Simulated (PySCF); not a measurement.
Computed with PySCF, PBE0, basis Ga def2-TZVP (no relativity, density fitting).

Each entry is the lowest minimum that a search over a few typed start shapes (and spin states, where more than one is plausible) found, or that minimum re-optimised at the stated level; isomers with ligand–ligand bonds, or fragments after loss of a ligand pair, can lie lower. Open shells are unrestricted.

Ga₃ is a quartet of C2v symmetry with Ga–Ga 2.565 Å (×2), Ga–Ga 3.075 Å; Ga–Ga–Ga 53.2° (×2), Ga–Ga–Ga 73.6°. Its wavenumbers are 74, 180, 190 cm⁻¹.

Question: What changes when one electron is removed, giving Ga₃⁺?

Answer: It costs 6.34 eV between the minima (6.33 eV with zero-point energy). Ga₃⁺ is a triplet of D3h symmetry with Ga–Ga 2.756 Å (×3); Ga–Ga–Ga 60.0° (×3); wavenumbers 64 (×2), 140 cm⁻¹.
